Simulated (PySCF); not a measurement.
NbO₂F, SMILES [O]=[Nb](=[O])[F], multiplicity 1.

Geometry optimised at PBE-D3(BJ)/def2-TZVP. The spin state was assumed, not searched. The def2 effective core potentials stand for the cores of Nb; spin–orbit coupling is left out.

Calculation: PBE/def2-TZVPD (PySCF).

Gas-phase values at a fixed geometry.

```json
{
 "total_energy": "-307.33018 hartree",
 "point_group": "Cs",
 "highest_occupied_level": "-7.03 eV",
 "lowest_empty_level": "-4.67 eV",
 "orbital_gap": "2.36 eV",
 "dipole_moment": "1.031 e·Å",
 "quadrupole, principal values (traceless, Buckingham form, about the centre of nuclear charge)": "-6.16, -6.05, 12.21 D·Å",
 "mean_static_polarisability": "42.3 bohr³ (6.27 Å³)",
 "polarisability_principal_values": "28.9, 45.6, 52.4 bohr³"
}
```
